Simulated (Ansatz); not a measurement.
Cost and result up the ladder for VH2Cl2 (5 atoms). The state is a doublet with charge 0. Geometry: PBE-D4/def2-TZVP.

```tsv
atom	x (Å)	y (Å)	z (Å)
V1	-0.0210	-0.0107	0.0960
H2	0.4247	1.3072	-0.7415
H3	-0.0194	-1.1005	-1.1080
Cl4	-2.0848	0.3073	0.5073
Cl5	1.7004	-0.5034	1.2463
```

Ansatz on 4 threads of Intel Xeon Platinum 8488C on a shared host. Times are rough, and most runs start from the orbitals of an earlier one. ωB97M-V/def2-TZVP serves as the yardstick here, not as an exact answer. Differences are given only for rows in sets of like size (and for xTB, whose basis is part of the method), since another set adds its own error. Binding counts from free atoms at the same level (V quartet, H doublet, Cl doublet; other spins of the atoms weren't run), without zero-point energy or a counterpoise term.

The 6-31G sets use Cartesian d functions. B3LYP takes the VWN-RPA correlation. Correlated methods freeze 15 core orbitals; core or outer-core shells of V are correlated, in sets that lack core-valence functions. No other spin state of charge 0 was run.

Run but left out: HF/6-31G, MP2/def2-TZVP (⟨S²⟩ 1.34 to 1.51, where a pure state has 0.75); HF/STO-3G (a determinant that CCSD turns far, T1 0.053).

Correlated methods converge slowly with the basis.

```tsv
level	functions	wall time
B3LYP-D4/6-31G	59	1.4 s
PBE0-D4/def2-SVP	77	1.7 s
CAM-B3LYP-D4/def2-TZVP	131	4.4 s
B97M-V/def2-TZVP	131	4.8 s
r2SCAN0-D4/def2-TZVP	131	7 s
ωB97M-V/def2-TZVP	131	14 s
CCSD(T)/def2-TZVPP	176	3.1 min
```

Task: Estimate what each level gives for the binding energy per atom (eV).

Result: 
```
                 level  binding energy per atom (eV)  difference from ωB97M-V/def2-TZVP (eV)                                          remarks
        B3LYP-D4/6-31G                          2.57                                       –                                                –
      PBE0-D4/def2-SVP                          2.63                                       –                                                –
CAM-B3LYP-D4/def2-TZVP                          2.62                                    0.01                                                –
      B97M-V/def2-TZVP                          2.80                                    0.19                                                –
  r2SCAN0-D4/def2-TZVP                          2.58                                   -0.03                                                –
     ωB97M-V/def2-TZVP                          2.61                                    0.00                                                –
    CCSD(T)/def2-TZVPP                          2.57                                   -0.04  large T1 (0.053), spin-contaminated (⟨S²⟩ 1.32)
```
